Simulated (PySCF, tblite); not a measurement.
Species: C4H6OSi.
SMILES: `C=C1C=CO[SiH2]1`

Theory: wB97X-D/def2-SVPD in PySCF (dipole) on a GFN2-xTB geometry, gas phase.

Take the most abundant isotopes and a rigid rotor. 

(1) What are A, B and C (MHz)?

(2) Classify the top.

(3) Is it planar, by Δ = Ic − Ia − Ib?

(4) Give the coordinates in the principal-axis frame, origin at the centre of mass.

(5) Predict some low-J microwave lines.

(6) Estimate the classical rotational partition function at 10 K, 50 K and 100 K.

Answers

(1) Ia = 102.37, Ib = 158.62, Ic = 254.89 u·Å²; 505379 MHz·u·Å²/I gives A = 4937, B = 3186, C = 1983 MHz.

(2) An asymmetric top; Ray's κ = -0.185.

(3) Not planar: Δ = Ic − Ia − Ib = -6.09 u·Å². For a rigid frame Δ = −2 Σ m c², so Σ m c² = 3.05 u·Å² lies off the ab plane, practically all of it from hydrogen. The atom farthest from that plane is 1.23 Å away.

(4) The sense of each axis is arbitrary; atoms in the order of the calculation.
```json
{"atom": "C1", "mass (u)": "12.000", "a (Å)": "2.333", "b (Å)": "0.143", "c (Å)": "0.000"}
{"atom": "C2", "mass (u)": "12.000", "a (Å)": "1.017", "b (Å)": "-0.056", "c (Å)": "0.000"}
{"atom": "C3", "mass (u)": "12.000", "a (Å)": "0.375", "b (Å)": "-1.362", "c (Å)": "0.000"}
{"atom": "C4", "mass (u)": "12.000", "a (Å)": "-0.957", "b (Å)": "-1.301", "c (Å)": "0.000"}
{"atom": "O5", "mass (u)": "15.995", "a (Å)": "-1.551", "b (Å)": "-0.080", "c (Å)": "0.000"}
{"atom": "Si6", "mass (u)": "27.977", "a (Å)": "-0.439", "b (Å)": "1.155", "c (Å)": "0.000"}
{"atom": "H7", "mass (u)": "1.008", "a (Å)": "3.034", "b (Å)": "-0.678", "c (Å)": "0.001"}
{"atom": "H8", "mass (u)": "1.008", "a (Å)": "2.756", "b (Å)": "1.134", "c (Å)": "0.000"}
{"atom": "H9", "mass (u)": "1.008", "a (Å)": "0.929", "b (Å)": "-2.284", "c (Å)": "0.000"}
{"atom": "H10", "mass (u)": "1.008", "a (Å)": "-1.645", "b (Å)": "-2.131", "c (Å)": "0.000"}
{"atom": "H11", "mass (u)": "1.008", "a (Å)": "-0.618", "b (Å)": "1.918", "c (Å)": "-1.230"}
{"atom": "H12", "mass (u)": "1.008", "a (Å)": "-0.618", "b (Å)": "1.919", "c (Å)": "1.229"}
```

(5) The dipole components are |μa| = 0.70 D, |μb| = 0.07 D, |μc| = 0.00 D; the mirror of this Cs structure is the ab plane, so μc vanishes by symmetry and there are no c-type lines. The squared components, which scale the intensities, stand as 1.00 : 0.01 (a : b). Some lines, for components of 0.1 D or more:

```csv
type,branch,"J(Ka,Kc)",MHz,lower level (cm⁻¹)
a,Q,"2(2,0) ← 2(2,1)",441,0.831
a,Q,"1(1,0) ← 1(1,1)",1203,0.231
a,Q,"3(2,1) ← 3(2,2)",1918,1.348
a,Q,"2(1,1) ← 2(1,2)",3610,0.535
a,R,"1(0,1) ← 0(0,0)",5169,0.000
a,Q,"3(1,2) ← 3(1,3)",7111,0.985
a,R,"2(1,2) ← 1(1,1)",9134,0.231
a,R,"2(0,2) ← 1(0,1)",9897,0.172
a,R,"2(1,1) ← 1(1,0)",11541,0.271
a,R,"3(1,3) ← 2(1,2)",13462,0.535
a,R,"3(0,3) ← 2(0,2)",14030,0.503
a,R,"3(2,2) ← 2(2,1)",15506,0.831
a,R,"3(1,2) ← 2(1,1)",16963,0.656
a,R,"3(2,1) ← 2(2,0)",16983,0.846
```

(6) Point group Cs, symmetry number σ = 1; q = (√π/σ)·√((kT/h)³/(ABC)), k/h = 20836.6 MHz/K: 955 at 10 K, 10700 at 50 K, 30200 at 100 K.

Its GFN2-xTB frequencies are all real (lowest 135 cm⁻¹). Zero-point vibration and centrifugal distortion are left out.

On an AMD EPYC 9R45 with one thread, on a shared host, this took 12 s and 0.73 GiB of memory at its peak. This is the wB97X-D/def2-SVPD job that gave the dipole, with the excitations it also computed.
